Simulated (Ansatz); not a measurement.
Reaction (redistribution): `F[SiH2][InH2]` + `B[Se]C=C` → `B[Se][SiH2]F` + `C=[CH][InH2]`

Program: Ansatz. Geometries: PBE0-D4/def2-TZVP. ΔE: electronic, gas phase. CCSD(T)/CBS is the MP2 limit (def2-TZVPP, def2-QZVPP) plus CCSD(T) − MP2 in def2-TZVPP, frozen cores. DFT in def2-TZVPP. B3LYP here is the variant with VWN-RPA as its local correlation; programs differ in this. def2 core potentials past Kr. For In, Se outer-core shells are correlated without core-valence functions, which leaves a few kJ/mol of doubt a bond. Scalar relativity is left out up to krypton. Each species was taken in one conformer, which may not be the lowest.

Is it downhill or uphill in electronic energy at CCSD(T)/CBS, and by how much? (An estimate is asked.)

The calculation gave: Downhill: ΔE = -63.3 kJ/mol.

What do these levels give: PBE-D4, ωB97X-V, B2PLYP, B3LYP, SCS-MP2/def2-QZVPP, HF/CBS(def2)? (Estimate.)

Computed: PBE-D4 -42.1, ωB97X-V -56.8, B2PLYP -56.3, B3LYP -48.6, SCS-MP2/def2-QZVPP -65.9, HF/CBS(def2) -67.2 kJ/mol.

Largest T1 diagnostic among the species: 0.014.

From PBE to PBE0 (25 % exact exchange), in def2-TZVPP and without D4, ΔE moves by −7.3 kJ/mol.
